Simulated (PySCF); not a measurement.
A structure optimised at B3LYP-D3(BJ)/def2-SVP, used in a PySCF frequency run:

```xyz
10

C      2.0089     1.1255     0.0000
C      0.7848     0.5902     0.0000
Se     0.0421    -1.1933     0.0000
C     -1.5111     0.0668     0.0000
C     -0.5535     1.2693     0.0000
O     -0.8195     2.4399     0.0000
H      2.1034     2.2157     0.0000
H      2.9201     0.5235     0.0000
H     -2.1366     0.0022     0.9018
H     -2.1366     0.0022    -0.9018
```

Task: Write its SMILES, formula and point group.

Result: C=C1[Se]CC1=O, C₄H₄OSe, Cs

Task: What are its rotational constants (standard atomic weights)?

Result: 4.1625, 2.0053, 1.3653 GHz
